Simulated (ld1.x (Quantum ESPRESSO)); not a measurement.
**C, RRKJ: configuration errors across variants**

* Element: carbon (C)
* Generator: ld1.x (Quantum ESPRESSO) 7.5
* Type: norm-conserving RRKJ (Kleinman–Bylander form)
* Functional: revPBE
* Relativity: scalar-relativistic
* Frozen core: [He]
* Valence charge: 4
* Reference configuration: 2s2 2p2
* Partial waves: 2s (bound): rc 1.15 bohr; 2p (bound): rc 3.25 bohr
* Local potential: the p channel
* Core correction: Bessel-smoothed model core, default radius (core density twice the valence density)

All-electron excitation energies from the reference (eV): (1) 2s2 2p1 10.809; (2) 2s2 2p0 34.885; (3) 2s1 2p0 83.097; (4) 2s2 2p2.3 -1.144; (5) 2s2 2p1.5 3.938; (6) 2s1 2p2 19.655; (7) 2s1 2p3 8.554.

Errors AE − PS in meV (a dash: test not solved or not reliable):

```tsv
change	(1)	(2)	(3)	(4)	(5)	(6)	(7)	bound ghosts
base	+151	+1420	+2757	-1.1	+18	-233	-52	none
all radii but the core radius scaled by about 0.75 (s 0.86, p 2.44 bohr)	+34	+475	+1005	-0.9	+2.0	-97	-17	none
all radii but the core radius scaled by about 0.88 (s 1.02, p 2.86 bohr)	+83	+920	+1852	-1.4	+7.7	-170	-34	none
all radii but the core radius scaled by about 1.10 (s 1.26, p 3.58 bohr)	+233	+1939	+3676	0.0	+31	-285	-76	none
all radii but the core radius scaled by about 1.37 (s 1.58, p 4.44 bohr)	+474	+3266	+6030	+7.1	+78	-385	-165	none
```

Question: Give the same row for: all radii but the core radius scaled by about 1.23 (s 1.42, p 4.00 bohr).

Answer: +340, +2558, +4770, +2.6, +51, -337, -113; bound ghosts: none.
